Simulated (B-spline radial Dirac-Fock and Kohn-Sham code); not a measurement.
# What relativity does to the binding energies of Ta⁶¹⁺

System: Ta⁶¹⁺ in the configuration [Ne] 3s2.

Both columns are ΔSCF binding energies of the configuration average from a radial atomic solver: non-relativistic Hartree-Fock with a point nucleus, and Dirac-Fock with a finite nucleus and the Coulomb interaction alone, averaged over the two j levels with weights 2j+1.

```
shell  Hartree-Fock (eV)  Dirac-Fock (eV)  shift (eV)  shift (%)
   1s            67490.5          72958.9    +5468.39      +8.10
   2s            15079.5          16631.1    +1551.62     +10.29
   2p            14684.1          15264.2     +580.03      +3.95
   3s             6290.6           6779.4     +488.83      +7.77
```

Relativity binds 1s, 2s, 2p, 3s more strongly, among those listed most of all 2s in relative terms.

Values without a named source are computed, but for edge energies of neutral atoms, which are taken from tables.
